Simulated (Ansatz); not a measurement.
Start from `C=[N][Ga]([OH])[Cl]` and change one atom or group to get `[OH][GaH][Cl]`.

Ansatz, PBE0-D4/def2-TZVP geometries, multiplicity 1. Each molecule was computed in one conformer, which needn't be the lowest.

Scalar relativity is left out up to krypton.

```tsv
property	`C=[N][Ga]([OH])[Cl]`
HOMO energy (PBE0/def2-TZVPP) / eV	-7.29
HOMO–LUMO gap (ωB97M-V/def2-TZVPP) / eV	10.06
LUMO energy (B3LYP/def2-TZVPP) / eV	-1.82
size of the dipole moment (PBE/def2-TZVPP) / D	1.84
HOMO–LUMO gap (PBE/def2-TZVPP) / eV	3.36
zero-point energy (PBE0-D4/def2-TZVP) / kJ/mol	117.8
```

**Question.** What does the change do to each property? (Best estimate.)

**Answer.** The calculation gave: 
| property | `[OH][GaH][Cl]` | shift |
| --- | --- | --- |
| HOMO energy (PBE0/def2-TZVPP) / eV | -8.95 | -1.66 |
| HOMO–LUMO gap (ωB97M-V/def2-TZVPP) / eV | 11.81 | 1.75 |
| LUMO energy (B3LYP/def2-TZVPP) / eV | -1.42 | 0.40 |
| size of the dipole moment (PBE/def2-TZVPP) / D | 0.47 | -1.37 |
| HOMO–LUMO gap (PBE/def2-TZVPP) / eV | 5.58 | 2.22 |
| zero-point energy (PBE0-D4/def2-TZVP) / kJ/mol | 57.4 | -60.4 |

With PBE0 the HOMO falls by 1.66 eV and the LUMO rises by 0.41 eV, so the gap widens by about 2.07 eV. PBE moves the HOMO by -1.57 eV and ωB97M-V by -1.65 eV. The zero-point energy changes by -60.4 kJ/mol with -9 modes. Dipoles are sizes alone; their direction can turn.

Positive LUMOs are unbound, so they and the gaps depend on the basis.

B3LYP here is the variant with VWN-RPA as its local correlation; programs differ in this.
